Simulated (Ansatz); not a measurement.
Start from `[OH][AlH][CH2]O[SiH3]` and change one atom or group to get `BCO[SiH3]`.

Ansatz, PBE0-D4/def2-TZVP geometries, multiplicity 1. Each molecule was computed in one conformer, which needn't be the lowest.

| property | `[OH][AlH][CH2]O[SiH3]` |
| --- | --- |
| HOMO–LUMO gap (B3LYP/def2-TZVPP) / eV | 6.22 |
| size of the dipole moment (ωB97M-V/def2-TZVPP) / D | 0.90 |
| LUMO energy (PBE/def2-TZVPP) / eV | -1.61 |
| HOMO energy (PBE/def2-TZVPP) / eV | -6.03 |
| HOMO–LUMO gap (PBE/def2-TZVPP) / eV | 4.41 |
| HOMO–LUMO gap (ωB97M-V/def2-TZVPP) / eV | 10.63 |

Problem. Give the same properties after the change, and the shifts. (An estimate is asked.)

Solution. Ansatz gave: 
```csv
property,`BCO[SiH3]`,shift
HOMO–LUMO gap (B3LYP/def2-TZVPP) / eV,6.30,0.08
size of the dipole moment (ωB97M-V/def2-TZVPP) / D,1.15,0.25
LUMO energy (PBE/def2-TZVPP) / eV,-2.56,-0.95
HOMO energy (PBE/def2-TZVPP) / eV,-6.80,-0.77
HOMO–LUMO gap (PBE/def2-TZVPP) / eV,4.24,-0.17
HOMO–LUMO gap (ωB97M-V/def2-TZVPP) / eV,11.06,0.43
```

With PBE0 the HOMO falls by 0.93 eV and the LUMO falls by 0.74 eV, so the gap widens by about 0.19 eV. PBE moves the HOMO by -0.77 eV and ωB97M-V by -1.02 eV. Dipoles are sizes alone; their direction can turn.

B3LYP here is the variant with VWN-RPA as its local correlation; programs differ in this.
